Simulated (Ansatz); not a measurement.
Computed with Ansatz.

`CN(C)[SiH2]O` at its PBE0-D4/def2-TZVP geometry, where that method's forces vanish. Charge 0, multiplicity 1.

```csv
atom,x (Å),y (Å),z (Å)
C1,1.3932,0.1725,-0.7498
N2,0.1605,0.3069,-0.0124
C3,-0.7771,1.2240,-0.6094
Si4,-0.2464,-0.7642,1.2535
O5,-0.7033,-2.2948,0.8327
H6,1.2324,-0.2353,-1.7577
H7,1.8887,1.1457,-0.8611
H8,2.0814,-0.4949,-0.2265
H9,-1.6715,1.3132,0.0106
H10,-1.0897,0.9056,-1.6147
H11,-0.3367,2.2250,-0.7060
H12,-1.3543,-0.0990,1.9902
H13,0.9622,-1.0040,2.0735
H14,-1.5394,-2.4006,0.3770
```

(1) For each bond, give half the difference of the two atoms' forces along it (eV/Å; positive pushes the atoms apart) under PBE-D4, r2SCAN-D4, B3LYP-D4, ωB97M-V in def2-TZVPP. (Best estimate.)

Answers

(1) The calculation gave: 
```csv
bond,length (Å),PBE-D4,r2SCAN-D4,B3LYP-D4,ωB97M-V
C1–N2,1.443,0.05,0.18,0.21,0.22
C1–H6,1.099,0.11,-0.04,-0.07,-0.11
C1–H7,1.098,0.11,-0.04,-0.08,-0.10
C1–H8,1.092,0.08,-0.05,-0.10,-0.09
N2–C3,1.441,0.05,0.17,0.21,0.22
N2–Si4,1.707,0.04,-0.08,-0.03,-0.08
C3–H9,1.092,0.08,-0.06,-0.10,-0.09
C3–H10,1.100,0.10,-0.04,-0.07,-0.11
C3–H11,1.098,0.11,-0.04,-0.08,-0.11
Si4–O5,1.652,0.27,0.05,0.15,0.14
Si4–H12,1.487,-0.02,-0.04,-0.13,-0.14
Si4–H13,1.480,0.04,-0.03,-0.13,-0.16
O5–H14,0.958,0.35,0.02,-0.02,-0.06
```

B3LYP here is the variant with VWN-RPA as its local correlation; programs differ in this.
